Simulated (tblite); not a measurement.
C₃H₁₄Si₃.
Structure used (GFN2-xTB), in Å, numbered top down from 1:
```
atom  x, y, z in Å
C1    -2.341    1.280    0.366
C2    -1.292    0.588   -0.504
Si3   -1.975   -1.050   -1.195
Si4    0.347    0.405    0.455
C5     1.672   -0.423   -0.620
Si6    3.403   -0.482    0.147
H7    -3.267    1.443   -0.184
H8    -1.982    2.248    0.716
H9    -2.574    0.677    1.241
H10   -1.095    1.241   -1.362
H11   -2.251   -1.976   -0.094
H12   -3.224   -0.789   -1.920
H13   -1.018   -1.656   -2.123
H14    0.802    1.746    0.859
H15    0.119   -0.393    1.669
H16    1.729    0.093   -1.579
H17    1.356   -1.441   -0.847
H18    3.886    0.877    0.400
H19    4.329   -1.148   -0.777
H20    3.371   -1.229    1.406
```

Calculated harmonic vibrations of the isolated species, GFN2-xTB (tblite), most abundant isotopes, no scaling. This tight-binding method is rough: wavenumbers can miss measured ones by several per cent, in bad cases by 10 to 20. Modes of hydrogen on silicon can be 10 to 20 % off. One conformer, not necessarily the lowest.

Harmonic wavenumbers (cm⁻¹): 39.5, 44.2, 85.8, 113.9, 121.4, 159.0, 213.3, 218.7, 268.0, 293.7, 443.0, 491.9, 501.6, 521.4, 543.9, 563.5, 656.8, 695.9, 715.0, 718.2, 775.4, 781.6, 790.5, 792.4, 797.4, 801.8, 803.8, 808.4, 834.8, 989.1, 1020.6, 1049.3, 1079.1, 1138.5, 1149.1, 1271.1, 1425.0, 1457.2, 1515.3, 1518.7, 2183.7, 2208.0, 2226.6, 2228.5, 2247.1, 2249.2, 2255.7, 2258.6, 2905.1, 2972.3, 2983.1, 2997.2, 3007.0, 3026.0.

A = 3383, B = 749.3, C = 644.0 MHz; mass 134.040 u (most abundant isotopes); point group C1, symmetry number 1.

Question: Zero-point energy?

Answer: ½Σν̃ = 31978 cm⁻¹ = 91.43 kcal/mol.

Question: Entropy at 273.15 K, 1 bar (ideal gas, RRHO, classical rotation)?

Answer: Translation 40.18, rotation 29.41, vibration 34.29: S = 103.9 cal/(mol K).

Question: And Cp and H(273.15 K) − H(0)?

Answer: Cp = 42.68 cal/(mol K), of which vibrations give 34.73 (their classical limit is 54 R = 107.3); H(273.15 K) − H(0) = 7.00 kcal/mol without the zero-point energy, 4.83 from vibrations.

Question: Which modes carry the vibrational entropy at 273.15 K?

Answer: 39.5 cm⁻¹: 5.11; 44.2 cm⁻¹: 4.89; 85.8 cm⁻¹: 3.58; 113.9 cm⁻¹: 3.03; 121.4 cm⁻¹: 2.91; 159.0 cm⁻¹: 2.40 cal/(mol K); the other 48 give 12.37 together.

Question: How do the functions run with temperature in this model?

Answer: 
```csv
T (K),S (cal/(mol K)),Cp (cal/(mol K)),H − H(0) (kcal/mol),G − H(0) (kcal/mol),ln q(vib)
150,83.4,27.2,2.70,-9.81,4.29
250,100.2,39.8,6.05,-19.01,7.60
298.15,107.7,45.7,8.11,-24.02,9.17
400,122.7,56.3,13.32,-35.77,12.45
600,148.6,71.4,26.19,-62.97,18.65
900,180.6,86.1,50.00,-112.52,27.13
```

q(vib) and H(0) count from the zero-point level.

Hindered rotation and anharmonicity are outside this model. Other conformers, if any are populated, would add a mixing term that is left out. The structure is chiral; the term R ln 2 for an equal mix with its mirror image is left out.

On Arm Neoverse N1, one thread (shared host), this took 1.5 s. This covers the Hessian and the dipole derivatives.
